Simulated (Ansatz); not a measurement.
Isolated molecules relaxed with PBE0-D4/def2-TZVP in Ansatz; ΔE leaves out vibrations. CCSD(T)/CBS adds triple-zeta CCSD(T) − MP2 to the extrapolated MP2 energy (def2 sets, frozen cores). DFT in def2-TZVPP. B3LYP here is the variant with VWN-RPA as its local correlation; programs differ in this. For Ge, Se outer-core shells are correlated without core-valence functions, which leaves a few kJ/mol of doubt a bond. Scalar relativity is left out up to krypton. Each species was taken in one conformer, which may not be the lowest.

`[SeH][SiH]([SeH])[SeH]` + `C[O][Ge]([F])([F])[SeH]` → `[SeH][Si]([SeH])([SeH])[SeH]` + `C[O][GeH]([F])[F]`  (redistribution)

(1) Is it downhill or uphill in electronic energy at CCSD(T)/CBS, and by how much? (An estimate is asked.)

(2) What do these levels give: r2SCAN-D4, B3LYP-D4, ωB97X-V, ωB97M-V, PBE0, B3LYP, HF/def2-TZVPP, SCS-MP2/def2-TZVPP, CCSD/def2-TZVPP, HF/def2-QZVPP, MP2/def2-QZVPP, SCS-MP2/def2-QZVPP? (Estimate.)

Largest T1 diagnostic among the species: 0.012.

Results:

(1) Ansatz gave: Downhill: ΔE = -2.9 kcal/mol.

(2) Computed: r2SCAN-D4 -1.7, B3LYP-D4 -2.3, ωB97X-V -1.5, ωB97M-V -2.0, PBE0 -1.5, B3LYP 0.0, HF/def2-TZVPP 1.0, SCS-MP2/def2-TZVPP -2.6, CCSD/def2-TZVPP -1.2, HF/def2-QZVPP 1.0, MP2/def2-QZVPP -4.4, SCS-MP2/def2-QZVPP -3.2 kcal/mol.

The D4 term adds −2.2 kcal/mol with B3LYP and −1.2 kcal/mol with PBE0; it sums over pairs of atoms, weighted by their polarisabilities, and B3LYP, whose exchange is more repulsive, gets the larger term. In def2-TZVPP, CCSD(T) changes the Hartree–Fock value by −2.8 kcal/mol (the triples alone add −0.5 kcal/mol) and MP2 by −4.8 kcal/mol.
